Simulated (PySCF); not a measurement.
Nonlinear optical response: `Clc1cccc[o+]1`, [C$_{5}$H$_{4}$ClO]+, charge +1

Cartesian coordinates in Å; atom numbers follow the order of the lines, from 1:
```xyz
11

Cl    2.974   -0.833   -0.182
C     1.349   -0.406   -0.085
C     0.885    0.908   -0.016
C    -0.481    1.121    0.061
C    -1.351    0.020    0.068
C    -0.800   -1.232   -0.005
O     0.504   -1.420   -0.078
H     1.589    1.725   -0.022
H    -0.874    2.127    0.115
H    -2.420    0.148    0.127
H    -1.368   -2.155   -0.008
```

Total charge +1.

Computed, not measured: PySCF, quadratic response LC-wPBE/def2-SVPD first hyperpolarisability, Taylor convention, gas phase. Geometry: GFN2-xTB.

(1) What is the first hyperpolarisability, and how does it disperse?

(2) Which lowest excitations and polarisabilities go with it?

Answers

(1) In au, Taylor convention; the vector part is βᵢ = ⅓ Σⱼ (βᵢⱼⱼ + βⱼᵢⱼ + βⱼⱼᵢ):
```csv
process,λ (nm),β vector norm,β HRS,depolarisation ratio
"static β(0;0,0)",∞,258.8,115.7,4.00
"second harmonic β(−2ω;ω,ω)",1064,344.8,152.7,4.19
"Pockels β(−ω;ω,0)",1064,282.8,–,–
"second harmonic β(−2ω;ω,ω)",800,455.5,200.1,4.35
"Pockels β(−ω;ω,0)",800,304.0,–,–
```

(2) S1 4.80 eV (f = 0.226); S2 6.12 eV (f = 0.001); S3 6.45 eV (f = 0.037); isotropic α 67.7 au static, 68.7 au at 1064 nm, 69.5 au at 800 nm, 72.1 au at 532 nm, 76.9 au at 400 nm.
